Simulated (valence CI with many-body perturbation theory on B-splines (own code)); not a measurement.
The numbers below are computed, except where a source is named.
## Ba XXXV: magnetic and hyperfine properties of the levels

Level of theory: configuration interaction combined with many-body perturbation theory (CI+MBPT): four valence electrons over a frozen Dirac-Fock core [Ar], radial functions for each j: 7 s, 7 p, 8 d, 6 f, 4 g, 1 h, with the one-electron correlation potential Σ1, the two-electron term Σ2, the three-electron term Σ3, Breit, model QED; selected CI, second order for the rest, scaled by the run's own slope (own B-spline code, finite nucleus).

No measured spectrum was set against this ion. As an estimate, large intervals hold to a few tenths of a per cent, small ones and those within an open d or f shell to about a per cent. Only levels of the ground parity were solved; by the run's estimate the other parity begins above the list, which can be wrong where configurations are misplaced.

A/g_I is the dipole constant over the nuclear g factor μ/I (μ in nuclear magnetons, uniformly magnetised nucleus), B/Q the quadrupole constant per barn. Both hold the static response of the core; the bare values leave it out. Large factors of s and p1/2 electrons are usually good to 5 to 10 %; those of open d and f shells near neutrality can be off by tens of per cent, and small factors of p3/2, d and f electrons come from cancelling terms and can be off by a factor of two or in sign, in half-filled shells by more. B is blank for J = 1/2, where it vanishes, and for nearly pure S terms. Energies count from the lowest level. Levels with J = 0 are left out.

Levels are named by their leading jj configuration (3d3/2^4 stands for four electrons in 3d with j = 3/2), which in mixed levels can hold well under half, so a name can repeat and another be missing. Letters in brackets count levels of one name in rising energy.

```csv
Level,E (cm⁻¹),g,A/g_I (MHz),A/g_I bare,B/Q (MHz/b),B/Q bare
(3d3/2^3 3d5/2) J=1,102870,1.494,-1280,-571,8000,8130
(3d3/2^3 3d5/2) J=2,158440,1.370,10000,10500,10700,10800
(3d3/2^3 3d5/2) J=4,172500,1.142,21000,21200,-2710,-2790
(3d3/2^3 3d5/2) J=3,183730,1.286,16200,16600,3910,3970
(3d3/2^2 3d5/2^2) J=4 [a],273730,1.145,17800,18100,-6830,-6980
(3d3/2^2 3d5/2^2) J=2 [a],288460,1.018,14500,14600,14000,14300
(3d3/2^2 3d5/2^2) J=3 [a],291430,1.034,18300,18400,4050,4120
(3d3/2^2 3d5/2^2) J=5,313270,1.077,20300,20400,18500,18800
(3d3/2^2 3d5/2^2) J=1,325030,1.231,19900,20200,374,366
(3d3/2^2 3d5/2^2) J=6,329850,1.091,21200,21400,21100,21500
(3d3/2^2 3d5/2^2) J=4 [b],353850,1.028,23100,23200,-8500,-8640
(3d3/2^2 3d5/2^2) J=2 [b],361640,1.141,19000,19200,4790,4870
(3d3/2^2 3d5/2^2) J=3 [b],362300,1.143,21300,21600,7610,7750
(3d3/2 3d5/2^3) J=4 [a],415850,1.198,15000,15300,6900,7020
(3d3/2^2 3d5/2^2) J=2 [c],423670,1.039,27200,27200,291,286
(3d3/2 3d5/2^3) J=3 [a],447080,1.109,14100,14300,668,689
(3d3/2 3d5/2^3) J=5,472330,1.145,17500,17800,-12000,-12200
(3d3/2 3d5/2^3) J=1 [a],475340,0.802,24000,23800,8990,9150
(3d3/2^2 3d5/2^2) J=4 [c],480240,1.115,16600,16800,16600,16900
(3d3/2 3d5/2^3) J=6,480900,1.065,20200,20300,25200,25700
(3d3/2^2 3d5/2^2) J=2 [d],502220,1.341,14600,15100,-5490,-5570
(3d3/2 3d5/2^3) J=2 [a],530620,0.985,23400,23500,18200,18500
(3d3/2 3d5/2^3) J=3 [b],535120,1.084,19200,19400,11600,11800
(3d3/2 3d5/2^3) J=3 [c],610320,1.060,21600,21700,28100,28600
(3d3/2 3d5/2^3) J=1 [b],614830,1.452,4170,4810,-12100,-12300
(3d3/2 3d5/2^3) J=4 [b],616430,1.038,20400,20500,17400,17700
(3d3/2 3d5/2^3) J=2 [b],631450,1.056,20900,21100,-7470,-7610
(3d5/2^4) J=4,649280,1.145,16600,16800,-16600,-16900
(3d5/2^4) J=2,737930,1.005,18100,18200,-9570,-9740
```

Question: Take the isotope of mass number 135, with I = 3/2, μ = 0.8381 μN and Q = 0.153 b. What is the hyperfine structure of (3d3/2^2 3d5/2^2) J=5?

Answer: From the table A = 11300 MHz, B = 2820 MHz. Shifts from the centre of gravity in MHz: F = 7/2: -100000, F = 9/2: -51500, F = 11/2: 10200, F = 13/2: 85500.
